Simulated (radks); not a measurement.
Task: Method: scalar-relativistic Kohn-Sham, LB94 model potential, spin-unpolarised, spherical densities, finite nucleus; Fermi nuclear charge, rms radius of each element as measured or else 0.836 A^(1/3) + 0.57 fm; computed with a radial shooting solver on a logarithmic mesh with Libxc functionals. Response by self-consistent Sternheimer equations with the Hartree and adiabatic LDA kernel, the relativistic mass of each level held fixed and spin-orbit coupling left out. For heavy and open-shell atoms this level of theory can miss by tens of per cent. Rank Li2+, Pm, Br2+, Mo2+, Rb3+, Ce3+, Cs3+, Sb, Hg+ (NIST ground configurations) by static dipole polarisability, largest first.

Result: Pm 141.7, Sb 41.99, Hg+ 15.77, Mo2+ 9.665, Cs3+ 8.749, Br2+ 8.043, Ce3+ 7.500, Rb3+ 4.921, Li2+ 0.06271 bohr^3.
